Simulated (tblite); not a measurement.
CH8N2OSi2.
Geometry (GFN2-xTB, Å), atoms numbered from 1 in this order:
```xyz
14
CH8N2OSi2 angstrom
N      2.995    0.080    0.102
C      1.721    0.110   -0.346
O      1.473    0.242   -1.532
Si     0.325   -0.060    0.955
N     -1.097    0.012    0.000
Si    -2.766   -0.079    0.463
H      3.760    0.170   -0.551
H      3.205   -0.022    1.077
H      0.435    1.037    1.927
H      0.463   -1.338    1.664
H     -0.906    0.169   -0.979
H     -2.954   -1.288    1.269
H     -3.125    1.092    1.269
H     -3.531   -0.124   -0.781
```

Calculated harmonic vibrations of the isolated species, GFN2-xTB (tblite), most abundant isotopes, no scaling. Errors from tens to a few hundred cm⁻¹ against measured bands are possible. Modes of hydrogen on silicon can be 10 to 20 % off. One conformer, not necessarily the lowest. The optimisation stopped once no atom felt more than 0.01 eV/Å.

Lowest wavenumbers of the output (negative numbers stand for imaginary wavenumbers):
```
mode    cm-1
  1     -37.5
  2      38.5
  3      81.6
  4      96.7
  5     200.1
  6     278.8
  7     285.1
  8     326.0
  9     356.3
 10     440.4
 11     527.5
 12     559.0
 13     573.6
 14     600.5
 15     636.4
```

Is this structure a minimum?

Not by this Hessian. 1 mode is imaginary beyond 20i (38i cm⁻¹), so at this level the point lies at or near a first-order saddle. The curvature is small, so loose convergence or finite differences may be the whole cause.

Which atoms move in the imaginary mode?

38i: H12 (Si–H hydrogen) 30 %, H13 (Si–H hydrogen) 30 %, H14 (Si–H hydrogen) 24 %. These are shares of the mass-weighted motion.

What is the remedy?

Step along that mode in both directions, optimise again with tighter thresholds and repeat the frequencies. The zero-point energy of this point (56.5 kcal/mol) counts the 35 real modes alone, and thermal corrections from it aren't those of a minimum.

The run took 0.35 s on one thread of an Intel Xeon Platinum 8488C, on a shared host. The figure is for the frequency step alone.
